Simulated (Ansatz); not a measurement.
The same molecule with X = B, Al, Ga, In. Ansatz, PBE0-D4/def2-TZVP geometries, multiplicity 1. Each molecule was computed in one conformer, which needn't be the lowest.

Elements past krypton have def2 core potentials. Scalar relativity is left out up to krypton.

```json
{"X": "B", "molecule": "`CN(C)B(N(C)C)N(C)C`", "mean X–N bond length / Å": "1.436", "HOMO–LUMO gap (ωB97M-V/def2-TZVPP) / eV": "10.29", "HOMO–LUMO gap (PBE/def2-TZVPP) / eV": "4.65", "LUMO energy (PBE0/def2-TZVPP) / eV": "0.85"}
{"X": "Al", "molecule": "`C[N](C)[Al]([N](C)C)[N](C)C`", "mean X–N bond length / Å": "1.778", "HOMO–LUMO gap (ωB97M-V/def2-TZVPP) / eV": "9.94", "HOMO–LUMO gap (PBE/def2-TZVPP) / eV": "4.16", "LUMO energy (PBE0/def2-TZVPP) / eV": "0.34"}
{"X": "Ga", "molecule": "`C[N](C)[Ga]([N](C)C)[N](C)C`", "mean X–N bond length / Å": "1.825", "HOMO–LUMO gap (ωB97M-V/def2-TZVPP) / eV": "10.08", "HOMO–LUMO gap (PBE/def2-TZVPP) / eV": "4.04", "LUMO energy (PBE0/def2-TZVPP) / eV": "0.46"}
```

Problem. Give the row for X = In, `C[N](C)[In]([N](C)C)[N](C)C`. (Best estimate.)

Solution. The calculation gave: 
| X | molecule | mean X–N bond length / Å | HOMO–LUMO gap (ωB97M-V/def2-TZVPP) / eV | HOMO–LUMO gap (PBE/def2-TZVPP) / eV | LUMO energy (PBE0/def2-TZVPP) / eV |
| --- | --- | --- | --- | --- | --- |
| In | `C[N](C)[In]([N](C)C)[N](C)C` | 2.019 | 8.70 | 2.85 | -0.67 |

From B to In the mean X–N bond length rises at each step, by 0.583 Å in all; the HOMO–LUMO gap (ωB97M-V/def2-TZVPP) isn't monotonic: highest at B, lowest at In; the HOMO–LUMO gap (PBE/def2-TZVPP) falls at each step, by 1.80 eV in all; the LUMO energy (PBE0/def2-TZVPP) isn't monotonic: highest at B, lowest at In. Bonds lengthen as the atom grows down the group.
